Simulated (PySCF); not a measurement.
# Bonding in [SiF3]-

Compound: [SiF3]- (charge -1).
Cartesian coordinates in Å at the PBE0-D3(BJ)/def2-SVP level; atoms count from 1:
```
atom  x, y, z in Å
Si1   -0.0099    0.0036    0.6471
F2     1.4569   -0.0298   -0.1915
F3    -0.6975    1.2709   -0.2351
F4    -0.7495   -1.2447   -0.2205
```

Bond orders from the PBE0/pcSseg-1 density (PySCF). Geometry: PBE0-D3(BJ)/def2-SVP; no solvent, vibrations or thermal averaging. The pcSseg-1 basis has no diffuse functions, a weakness for an anion.

Task: Give the Mayer order of every bond, beside its length.

Result: 
```csv
bond,length (Å),Mayer order
Si1–F2,1.690,0.750
Si1–F3,1.690,0.750
Si1–F4,1.690,0.750
```

Task: Sum the orders of all bonds at each heavy atom with more than one neighbour.

Result: Si1 2.250. Orders between atoms that aren't bonded are not in these sums.

The Mayer order sums products of elements of PS (density times overlap matrix) between the two atoms' basis functions, so it depends on the basis set.

The run behind these numbers computed NMR shieldings as well. The run took 2.7 s wall on one thread, x86-64 server (shared host).
